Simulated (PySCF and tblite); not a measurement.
C₈H₁₂, numbered as in [CH:1]#[C:2][CH:3]1[CH2:4][CH2:5][CH2:6][CH2:7][CH2:8]1. Level: CAM-B3LYP-D3(BJ)/def2-SVPD (IEF-PCM, chloroform)//PBE0-D3(BJ)/def2-SVP, thermal terms from GFN2-xTB, symmetry numbers and mirror pairs counted. Conformers within 3 kcal/mol (GFN2-xTB free energy) were kept, 8 at most. GIAO shieldings: PBE0/pcSseg-1 (IEF-PCM, chloroform). Couplings: B3LYP/pcSseg-1 with pcJ-1 on H (gas phase; spin-dipole term only for pairs with B, N, F, Si or P). Shifts are against TMS (¹H), TMS (¹³C) at the same level. Programs: PySCF with density fitting and tblite.

The 6-ring runs over atoms 3–4–5–6–7–8.

Two conformers hold nearly all the population. I: 6-ring chair (all substituents equatorial); δ(H3) = 2.05 ppm. II: 6-ring chair (C2 axial); δ(H3) = 2.68 ppm. The average over the ensemble at 298.15 K is 2.21 ppm.

(1) What populations and free-energy difference follow from a two-state model?

## Answers

(1) p(I) = (2.21 − 2.68)/(2.05 − 2.68) = 0.75, so K = p(II)/p(I) = 0.34 and G(II) − G(I) = −RT ln K = 0.64 kcal/mol. The weights computed directly are 75.3 % and 24.7 %.
